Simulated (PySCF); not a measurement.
Ta(NH)(F)(OH)2 (FH3NO2Ta), SMILES [NH]=[Ta]([OH])([OH])[F], multiplicity 1. Geometry optimised at B3LYP-D3(BJ)/def2-SVP. The spin state was assumed, not searched. The structure was generated by enumeration; whether it is a known compound was not checked. The def2 effective core potentials stand for the cores of Ta; spin–orbit coupling is left out. The values are those of a single conformer.

Calculation: B3LYP-D3(BJ)/def2-SVP in PySCF.

Harmonic wavenumbers (cm⁻¹): 167, 178, 197, 224, 226, 384, 391, 479, 497, 587, 629, 668, 718, 721, 996, 3663, 3895, 3898. Rotational constants (GHz): 3.164, 3.080, 2.788; symmetry number 1.

Question: Work out the zero-point energy and the ideal-gas rigid-rotor harmonic-oscillator thermochemistry at 298.15 K and 1 atm.

Answer: ZPE = ½ Σ hcν = ½ × 18518 cm⁻¹ = 26.47 kcal/mol. H − E(el) = 31.74 kcal/mol. Entropy in cal/(mol K): translation 42.44, rotation 26.87, vibration 16.10, total 85.41. G − E(el) = 6.28 kcal/mol. Cp = 27.59 cal/(mol K).
